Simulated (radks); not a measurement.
Problem. Radial electron density D(r) = 4 pi r^2 rho(r) of an atom or ion with 26 electrons. Method: scalar-relativistic Kohn-Sham, PBE, spin-unpolarised, spherical densities, point nucleus; computed with a radial shooting solver on a logarithmic mesh with Libxc functionals.

```
   r/bohr * D(r) (the largest magnitude, 36.6, reaches the edge; | marks zero)
 0.002688 | *
 0.003055 | *
 0.003444 |  *
 0.003914 |  *
 0.004413 |   *
 0.005016 |    *
 0.005656 |     *
 0.006428 |       *
 0.007247 |         *
 0.008237 |           *
 0.009287 |             *
  0.01056 |                *
   0.0119 |                   *
  0.01353 |                      *
  0.01525 |                          *
  0.01733 |                              *
  0.01954 |                                  *
  0.02221 |                                      *
  0.02504 |                                         *
  0.02824 |                                            *
  0.03209 |                                               *
  0.03618 |                                                *
  0.04113 |                                                *
  0.04637 |                                               *
   0.0527 |                                             *
  0.05942 |                                           *
  0.06753 |                                        *
  0.07614 |                                      *
  0.08654 |                                     *
  0.09758 |                                      *
   0.1109 |                                         *
    0.125 |                                             *
   0.1421 |                                                  *
   0.1602 |                                                     *
   0.1821 |                                                      *
   0.2053 |                                                    *
   0.2334 |                                               *
   0.2631 |                                        *
   0.2991 |                                *
   0.3372 |                         *
   0.3802 |                      *
   0.4321 |                     *
   0.4872 |                      *
   0.5537 |                         *
   0.6243 |                           *
   0.7096 |                           *
      0.8 |                         *
   0.9093 |                     *
    1.025 |                *
    1.165 |            *
    1.314 |        *
    1.493 |     *
    1.684 |   *
    1.913 |  *
    2.157 | *
    2.452 |*
    2.765 |*
    3.142 *
    3.543 *
    4.026 *
     4.54 *
```

What is the nuclear charge?

Solution. Z = 27. The innermost maximum, from 1s, lies near gamma/Z bohr with gamma = sqrt(1 - (Z/c)^2) = 0.980, here 0.0363 bohr (found: 0.0392), and its height grows with Z. The density is that of the cobalt ion Co+ in [Ar] 3d8; the configuration itself is not fixed sharply by these data, and Z only to about a unit. D(r) has 3 maxima, at r = 0.0392, 0.179, 0.666 bohr, and minima at 0.0852, 0.418 bohr, inside which lie 2.11, 10.73 electrons.
